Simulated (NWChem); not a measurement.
The numbers come from NWChem runs, not from measurements. System: C2H6N, charge 0, spin multiplicity 2, at a geometry optimised with UPBE0/def2-SVP. The structure started from a generated list of species. Its SCF solution wasn't tested for a lower state. Level: UMP2/def2-TZVP, 3 core orbitals frozen.

Output (cleaned and shortened):

```
             Northwest Computational Chemistry Package (NWChem) 7.3.0
             --------------------------------------------------------

                                NWChem Input Module
                                -------------------

 Scaling coordinates for geometry "geometry" by  1.889725989
 (inverse scale =  0.529177249)

                             Geometry "geometry" -> ""
                             -------------------------

 Output coordinates in angstroms (scale by  1.889725989 to convert to a.u.)

  No.       Tag          Charge          X              Y              Z
 ---- ---------------- ---------- -------------- -------------- --------------
    1 C                    6.0000     1.24357400     0.19985600    -0.31962800
    2 C                    6.0000     0.05974800    -0.38895900     0.35131900
    3 N                    7.0000    -1.17481900     0.19501400    -0.13739000
    4 H                    1.0000     2.24037200     0.10162300     0.11657500
    5 H                    1.0000     1.14605200     0.56260700    -1.34628800
    6 H                    1.0000     0.20164800    -0.33048800     1.45492400
    7 H                    1.0000     0.02109400    -1.47916700     0.13470400
    8 H                    1.0000    -1.22482200     1.17687900     0.12815600
    9 H                    1.0000    -1.98053900    -0.26193500     0.28351000

 Effective nuclear repulsion energy (a.u.)      76.2898593237

            Nuclear Dipole moment (a.u.)
            ----------------------------
        X                 Y               Z
 ---------------- ---------------- ----------------
     0.0000075589    -0.0000018897    -0.0000056692


 Summary of "ao basis" -> "" (spherical)
 ------------------------------------------------------------------------------
       Tag                 Description            Shells   Functions and Types
 ---------------- ------------------------------  ------  ---------------------
 *                         def2-tzvp                  on all atoms

 Summary of "ao basis" -> "ao basis" (spherical)
 ------------------------------------------------------------------------------
       Tag                 Description            Shells   Functions and Types
 ---------------- ------------------------------  ------  ---------------------
 C                         def2-tzvp                11       31   5s3p2d1f
 N                         def2-tzvp                11       31   5s3p2d1f
[...]
     2   0 2 0    -14.491057    -18.487263    -15.613464     19.609670
     2   0 1 1     -0.092546      4.699656      4.991894     -9.784096
     2   0 0 2    -15.933154    -18.466874    -17.262427     19.796147

                   NWChem MP2 Semi-direct Energy/Gradient Module
                   ---------------------------------------------

  Basis functions       =    129
  Molecular orbitals    =    129
  Frozen core           =      3
  Frozen virtuals       =      0
  Active alpha occupied =     10
  Active beta occupied  =      9
  Active alpha virtual  =    116
  Active beta virtual   =    117
  Use MO symmetry       = F
  Use skeleton AO sym   = F

  AO/Fock/Back tols     =   1.0D-09  1.0D-09  1.0D-09

 GA uses MA = F    GA memory limited = T

 Available:
  local mem=  1.26D+08
 global mem=  1.44D+08
 local disk=  0.00D+00
  mp2_memr nvloc                   116
  nvloc new                   116
   1 passes of  10:        5242880                      91924                  32909644.
   1 passes of  10: M    126151616           G      144145918           F     120908736.

 Semi-direct pass number   1 of   1  for UHF alpha       at        9.2s
  vrange nnbf                  8337
  mp2_eaftype                   125  avail_ma_in_mb                  1099
 EAF : mp2_eaftype filesize         125   16454822.
  mp2_eaf for mointskh                    125
Node 0 wrote     77.4 Mb in      0.0 s     Agg I/O rate:  1781.3 Mb/s
 Done moints_semi at       12.9s
  mp2_eaftype                   125  avail_ma_in_mb                   974
 EAF : mp2_eaftype filesize         125   16454822.
  mp2_eaf for kh                   125
 Done maket at       13.2s
 Done multipass loop at       13.2s

 GA uses MA = F    GA memory limited = T

 Available:
  local mem=  1.26D+08
 global mem=  1.44D+08
 local disk=  0.00D+00
  mp2_memr nvloc                   117
  nvloc new                   117
   1 passes of   9:        5242880                      86576                  29876643.
   1 passes of   9: M    126151616           G      144145918           F     120908736.

 Semi-direct pass number   1 of   1  for UHF beta        at       13.2s
  vrange nnbf                  8337
  mp2_eaftype                   113  avail_ma_in_mb                  1099
 EAF : mp2_eaftype filesize         113   14938322.
  mp2_eaf for mointskh                    113
Node 0 wrote     70.2 Mb in      0.1 s     Agg I/O rate:  1110.4 Mb/s
 Done moints_semi at       16.8s
  mp2_eaftype                   113  avail_ma_in_mb                   986
 EAF : mp2_eaftype filesize         113   14938322.
  mp2_eaf for kh                   113
 Done maket at       17.0s
 Done multipass loop at       17.0s

          -------------------------------------------
          SCF energy                -133.672321096773
          Correlation energy          -0.520909782242
          Singlet pairs                0.000000000000
          Triplet pairs                0.000000000000
          Total MP2 energy          -134.193230879015
          -------------------------------------------

          ---------------------------------------------------
                    Spin Component Scaled (SCS) MP2
          Same spin pairs                     -0.119942166312
          Same spin scaling factor             0.333333333333
          Opposite spin pairs                 -0.400967615930
          Opposite spin scaling fact.          1.200000000000
          SCS-MP2 correlation energy          -0.521141861220
          Total SCS-MP2 energy              -134.193462957993
          ---------------------------------------------------

 -----------------------
 Performance information
 -----------------------

 Timer overhead =  9.63D-08 seconds/call

               Nr. of calls         CPU time (s)                 Wall time (s)                GFlops
             ---------------    -------------------     ------------------------------   -------------------
Name         Min   Avg   Max    Min     Avg     Max     Min     Avg     Max   Mx/calls   Min     Max     Sum
mp2: moin     2     2     2    7.3     7.3     7.3      7.3     7.3     7.3     3.7      0.0     0.0     0.0
mp2: make     2     2     2   0.40    0.40    0.40     0.40    0.40    0.40    0.20      0.0     0.0     0.0
mp2: tota     1     1     1    7.8     7.8     7.8      7.8     7.8     7.8     7.8      0.0     0.0     0.0

 The average no. of pstat calls per process was 5.00D+00
 with a timing overhead of 4.82D-07s

 Task  times  cpu:       17.0s     wall:       17.0s

 Total times  cpu:       17.0s     wall:       17.0s
```

Q: Write an NWChem input that would produce this output.

A: One answer among several that fit: 
```
start mol
memory heap 200 mb stack 900 mb global 1100 mb
geometry units angstroms nocenter noautoz noautosym
  C      1.243574     0.199856    -0.319628
  C      0.059748    -0.388959     0.351319
  N     -1.174819     0.195014    -0.137390
  H      2.240372     0.101623     0.116575
  H      1.146052     0.562607    -1.346288
  H      0.201648    -0.330488     1.454924
  H      0.021094    -1.479167     0.134704
  H     -1.224822     1.176879     0.128156
  H     -1.980539    -0.261935     0.283510
end
basis spherical
  * library def2-tzvp
end
scf
  uhf
  nopen 1
  maxiter 100
  thresh 1e-7
  semidirect memsize 60000000 filesize 0
  # guess.movecs holds the orbitals of an unrestricted PBE0 run
  vectors input guess.movecs output mol.movecs
end
mp2
  freeze core 3
end
task mp2 energy
```
